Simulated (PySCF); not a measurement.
The numbers are results of B3LYP-D3(BJ)/def2-TZVP in PySCF 2.14.0, not measurements. Gas-phase values, no solvent. One relaxed conformer stands for a flexible species; it need not be the lowest. B3LYP has the VWN-RPA correlation part, as in Gaussian. Delta-SCF ions had no search for a lower state. Excitations are Tamm–Dancoff values on a coarser integration grid. The basis has no diffuse functions, so Rydberg states are missing or too high.

Reference species (SMILES): `CBBO` (C–B–B–O torsion -95°, B–B–O–H torsion 0°) (neutral, multiplicity 1).

| Item | Value |
|---|---|
| S1–T1 gap (TDA) | 0.70 eV |
| T1 excitation (TDA) | 3.68 eV |
| vertical ionisation energy (Delta-SCF) | 9.81 eV |

After one change: the S1–T1 gap (TDA) decreases by 0.18 eV; the T1 excitation (TDA) increases by 1.85 eV; the vertical ionisation energy (Delta-SCF) rises by 0.94 eV.

Which change was made? The new species is one of these.
(A) `BCBO`
(B) `BOBC`
(C) `BCOB`
(D) `BBCO`

B, `BOBC`
